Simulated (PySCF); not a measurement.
## How methods differ on the ionisation energy of Si²⁺

Si²⁺ [Ne] 3s2 (1S) → Si³⁺ [Ne] 3s1 (2S), as a difference of total energies. Computed with PySCF 2.14 in dyall-acv3z, with no relativity, point nucleus. Correlated levels: valence: [Ne] frozen; virtual orbitals above 40 to 60 times the deepest correlated orbital energy dropped. The calculations carry no spin-orbit coupling.

| method | ionisation energy (eV) |
| --- | --- |
| UHF | 31.955 |
| MP2 (valence) | 32.849 |
| SCS-MP2 (valence) | 33.027 |
| CCSD (valence) | 33.193 |

Errors of the correlated levels include the incompleteness of this basis and the frozen core.

With two correlated electrons CCSD is exact in that space.

**Question.** Which method comes closest to the reference value, and which is furthest?

**Answer.** The reference is 33.493 eV (measured; NIST Atomic Spectra Database, ionization energies). Closest: CCSD (valence) (error -0.300 eV); furthest: UHF (error -1.538 eV).
